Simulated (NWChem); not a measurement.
# CH4F2Si; SMILES [SiH](C)(F)F

Computed with NWChem. The geometry was optimised at PBE0/def2-SVP. Level: PBE0/def2-SVP with SMD (1 M gas to 1 M solution), gas-phase geometry. Reactions with the solvent are ignored.

Q: Predict the results for solvent n-hexane. Quantities: solvation free energy (kcal/mol); cavity-dispersion-structure term (kcal/mol); dipole in solution (D).

A: 
- solvation free energy (kcal/mol) = -1.7
- cavity-dispersion-structure term (kcal/mol) = -0.1
- dipole in solution (D) = 2.47
